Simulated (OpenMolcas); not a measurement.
**Tb3+ in a point-charge field**

Tb3+ among 8 point charges of -1 e arranged as a hexagonal bipyramid (D6h), 3.06 Å from the ion, with the axial distance 3.335 Å.
```
   3.0600    0.0000    0.0000  -1.00
   1.5300    2.6500    0.0000  -1.00
  -1.5300    2.6500    0.0000  -1.00
  -3.0600    0.0000    0.0000  -1.00
  -1.5300   -2.6500    0.0000  -1.00
   1.5300   -2.6500    0.0000  -1.00
   0.0000    0.0000    3.3354  -1.00
   0.0000    0.0000   -3.3354  -1.00
```

```
Program             : OpenMolcas 26.06
Method              : CASSCF
Basis               : ANO-RCC-VDZP [7s6p4d2f1g]
Scalar Hamiltonian  : DKH2, point nucleus
Active space        : 8 electrons in 7 orbitals (4f)
State averaging     : 2S+1 = 7 even, 7 roots; 2S+1 = 5 even, 62 roots kept (CI in the orbitals of an earlier block); 2S+1 = 3 even, 1 root kept (CI in the orbitals of an earlier block, 0 in the spin-orbit step)
Spin-orbit coupling : RASSI with atomic mean-field integrals over the reference wave functions
```

The lowest spin-free states, above the lowest:

```csv
State,Degeneracy,E (cm-1),Free-ion L (%)
2S+1 = 7,1,0.0,F (100)
2S+1 = 7,2,34.4,F (100)
2S+1 = 7,2,180.3,F (100)
2S+1 = 7,1,598.9,F (100)
2S+1 = 7,1,619.9,F (100)
2S+1 = 5,1,25649,D (100)
2S+1 = 5,2,25708,D (100)
2S+1 = 5,2,25876,D (100)
2S+1 = 5,1,29393,L (100)
2S+1 = 5,2,29398,L (100)
2S+1 = 5,2,29413,L (100)
2S+1 = 5,1,29432,L (100)
2S+1 = 5,1,29438,L (100)
2S+1 = 5,2,29439,L (100)
2S+1 = 5,2,29460,L (100)
2S+1 = 5,2,29482,L (100)
2S+1 = 5,2,29483,L (100)
2S+1 = 5,2,29493,L (100)
2S+1 = 5,1,30688,G (100)
2S+1 = 5,2,30697,G (100)
```

The lowest levels with spin-orbit coupling:

| E (cm-1) | Degeneracy | 2S+1 | J | |mJ| (%) | g |
| --- | --- | --- | --- | --- | --- |
| 0.0 | 1 | 7 | 6.00 | 0 (100) |  |
| 10.3 | 2 | 7 | 6.00 | 1 (100) | 0.00 0.00 3.06 |
| 42.7 | 2 | 7 | 6.00 | 2 (100) | 0.00 0.00 6.13 |
| 100.8 | 1 | 7 | 6.00 | 3 (100) |  |
| 102.1 | 1 | 7 | 6.00 | 3 (100) |  |
| 195.4 | 2 | 7 | 5.99 | 4 (100) | 0.00 0.00 12.21 |
| 341.2 | 2 | 7 | 5.99 | 5 (100) | 0.00 0.00 15.17 |
| 576.9 | 2 | 7 | 6.00 | 6 (100) | 0.00 0.00 17.95 |
| 2067 | 1 | 7 | 5.00 | 0 (100) |  |
| 2080 | 2 | 7 | 5.00 | 1 (100) | 0.00 0.00 3.16 |
| 2119 | 2 | 7 | 4.99 | 2 (100) | 0.00 0.00 6.28 |
| 2180 | 1 | 7 | 4.99 | 3 (100) |  |
| 2185 | 1 | 7 | 4.98 | 3 (100) |  |
| 2271 | 2 | 7 | 4.98 | 4 (100) | 0.00 0.00 12.20 |
| 2384 | 2 | 7 | 5.01 | 5 (100) | 0.00 0.00 14.76 |
| 3521 | 1 | 7 | 3.99 | 0 (100) |  |
| 3532 | 2 | 7 | 3.99 | 1 (100) | 0.00 0.00 3.23 |
| 3562 | 2 | 7 | 3.98 | 2 (100) | 0.00 0.00 6.30 |
| 3602 | 1 | 7 | 3.99 | 3 (100) |  |
| 3610 | 1 | 7 | 3.99 | 3 (100) |  |

Powder χT (cm3 K/mol): 3.17 at 2 K, 9.27 at 10 K, 11.2 at 50 K, 11.5 at 100 K, 11.7 at 200 K, 11.7 at 300 K. The effective moment at 300 K is 2.828 √(χT) = 9.69 μB.

Hund's rules give f8 the level 7F6 with g = 1.500, so an isolated free-ion multiplet has χT = g² J(J+1) / 8 = 11.812 cm3 K/mol. The computed 11.736 at 300 K differs by -1 %, through the field's splitting, the mixing of terms and any other multiplet in reach.

Stevens parameters of the J = 6 multiplet, which is 577 cm-1 wide (cm-1, z along the main axis): B20 = 5.251e+00, B40 = 5.626e-03, B60 = 1.084e-05, B66 = -2.124e-05.

High states are left out of the spin-orbit mixing, which shifts the levels that they would mix with. This is an electrostatic model: the charges have no orbitals. An unlabelled pair can be two single states that coincide in this model. The first state left out of the spin-orbit step lies near 46000 cm-1 above the lowest spin-free state of the reference (among the parities and spins computed), and the lists stop at four fifths of that energy or lower. No measured value stands beside these numbers.

The RASSCF and RASSI steps took 58 s on 1 thread of Arm Neoverse V1, on a shared host; the integral step is not counted.

With an even number of electrons the g values are those of a degenerate or nearly degenerate non-Kramers pair.
